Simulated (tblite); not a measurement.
Species: C₆H₇O₂ (doublet state).
Cartesian coordinates in Å at the GFN2-xTB level; atoms count from 1:
```
atom  x, y, z in Å
C1    -2.3643    1.0312    0.5398
C2    -1.3744    0.3598   -0.1085
C3    -1.3629   -0.3398   -1.3340
C4    -0.0705   -0.8369   -1.5139
C5     0.6514   -0.4322   -0.4129
O6     1.9372   -0.6689   -0.1365
C7     2.4233   -0.1278    1.0777
O8    -0.1050    0.2839    0.4410
H9    -3.3442    1.0870    0.1104
H10   -2.1820    1.5106    1.4815
H11   -2.2018   -0.4549   -1.9876
H12    0.3090   -1.4160   -2.3293
H13    3.4703   -0.4167    1.1331
H14    1.8761   -0.5329    1.9328
H15    2.3334    0.9616    1.0845
```

All values are computed: GFN2-xTB (tblite) harmonic vibrations without scaling, gas phase. Errors from tens to a few hundred cm⁻¹ against measured bands are possible. One conformer, not necessarily the lowest. Open shells enter through the occupations alone, without spin polarisation, and single modes of such species can be off by tens of per cent.

Harmonic wavenumbers (cm⁻¹): 97.2, 137.7, 182.0, 202.1, 308.8, 337.0, 483.5, 542.9, 597.4, 606.4, 623.2, 700.3, 712.0, 735.7, 806.6, 918.6, 949.8, 960.7, 1035.2, 1062.5, 1120.5, 1146.8, 1161.1, 1283.5, 1308.2, 1379.4, 1390.7, 1403.4, 1451.3, 1468.3, 1537.9, 1553.0, 2956.6, 2971.4, 3041.2, 3148.6, 3188.4, 3192.8, 3198.9.

A = 4657, B = 1619, C = 1211 MHz; mass 111.045 u (most abundant isotopes); point group Cs, symmetry number 1; spin multiplicity 2.

Task: Zero-point energy?

Result: ½Σν̃ = 24951 cm⁻¹ = 298.48 kJ/mol.

Task: Entropy at 500 K, 1 bar (ideal gas, RRHO, classical rotation)?

Result: Translation 178.34, rotation 123.42, vibration 140.36, spin (R ln 2) 5.76: S = 447.9 J/(mol K).

Task: And Cp and H(500 K) − H(0)?

Result: Cp = 193.41 J/(mol K), of which vibrations give 160.15 (their classical limit is 39 R = 324.3); H(500 K) − H(0) = 55.90 kJ/mol without the zero-point energy, 39.27 from vibrations.

Task: Which modes carry the vibrational entropy at 500 K?

Result: 97.2 cm⁻¹: 18.93; 137.7 cm⁻¹: 16.07; 182.0 cm⁻¹: 13.79; 202.1 cm⁻¹: 12.94; 308.8 cm⁻¹: 9.56; 337.0 cm⁻¹: 8.89 J/(mol K); the other 33 give 60.18 together.

Task: What must be added to the electronic energy to get the Gibbs energy at 500 K and 1 bar?

Result: ZPE + [H(500 K) − H(0)] − T·S = 298.48 + 55.90 − 223.94 = 130.44 kJ/mol.

Hindered rotation and anharmonicity are outside this model. Other conformers, if any are populated, would add a mixing term that is left out.

Time: 0.34 s wall. Hardware: Arm Neoverse V2, one thread, on a shared host. This covers the Hessian and the dipole derivatives.
